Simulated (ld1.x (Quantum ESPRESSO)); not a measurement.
## Building the TM potential for Se (Z = 34) (PBEsol, scalar-relativistic).

```
Element                 : Se
Generator               : ld1.x (Quantum ESPRESSO) 7.5
Type                    : norm-conserving Troullier–Martins (Kleinman–Bylander form)
Functional              : PBEsol
Relativity              : scalar-relativistic
Frozen core             : [Ar] 3d10
Valence charge          : 6
Reference configuration : 4s2 4p4
Partial waves           : 4s (bound): rc 1.40 bohr; 4p (bound): rc 1.78 bohr
Local potential         : all-electron potential smoothed inside 1.56 bohr (lloc = -2)
Core correction         : a·sin(br)/r model core inside 0.70 bohr
```

Poles of the logarithmic derivatives, all-electron (AE) and pseudo (PS). s: poles at 1.2 (AE) and 1.1 (PS) Ry. p: poles at 2.8 (AE) and 2.6 (PS) Ry. Test radius 1.95 bohr.

* Cutoffs needed: 40 Ry and 55 Ry (the cutoffs (Ry, on a coarse ladder) from which the occupation-weighted sum of valence levels, in a spherical-Bessel basis at the reference potential, stays within 10 and 1 mRy of its value at 400 Ry)
* Ghost test: no extra level below or beside the all-electron valence levels (s, p, d, f tested) (spherical-Bessel basis up to 400 Ry, 20 bohr box)
* Largest excitation error: -117 meV (all-electron minus pseudo) for 4s2 4p0, out of 7 test configurations
